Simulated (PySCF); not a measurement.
**A small calculation by hand: chemical shift, span and skew from a shielding tensor**

5-fluorofuran-3-one (C4H3FO2), SMILES O=C1C=C(F)OC1. Atoms are numbered in the order given.

```xyz
10

O     -0.5492     2.3835     0.0000
C     -0.2457     1.2157     0.0000
C     -1.0648     0.0134     0.0000
C     -0.1898    -1.0175     0.0000
F     -0.4369    -2.2897     0.0000
O      1.0985    -0.7334     0.0000
C      1.1988     0.6931     0.0000
H     -2.1487    -0.0484     0.0000
H      1.7477     1.0138     0.8974
H      1.7477     1.0138    -0.8974
```

Geometry optimised at PBE0-D3(BJ)/def2-SVP. Other conformers were not sampled.

GIAO shieldings from PBE/pcSseg-1 (PySCF), non-relativistic, no solvent. The symmetric part of the tensor of C3 has the principal values 62.4, 79.7, 149.2 ppm. The same nucleus in TMS has σ = 182.0 ppm at this level (PySCF, at its B3LYP-D3(BJ)/def2-TZVP geometry).

Problem. Work out the isotropic shielding, the ¹³C shift against TMS, the span and the skew.

Solution. 
σ(iso) = (σ11 + σ22 + σ33)/3 = 97.1 ppm. δ = σ(ref) − σ(iso) = 182.0 − (97.1) = 84.9 ppm.
Span Ω = σ33 − σ11 = 86.8 ppm. Skew κ = 3(σ(iso) − σ22)/Ω = 0.60. Tumbling in solution averages the tensor to δ; in a static solid the shielding alone would spread this spin-1/2 line over Ω.
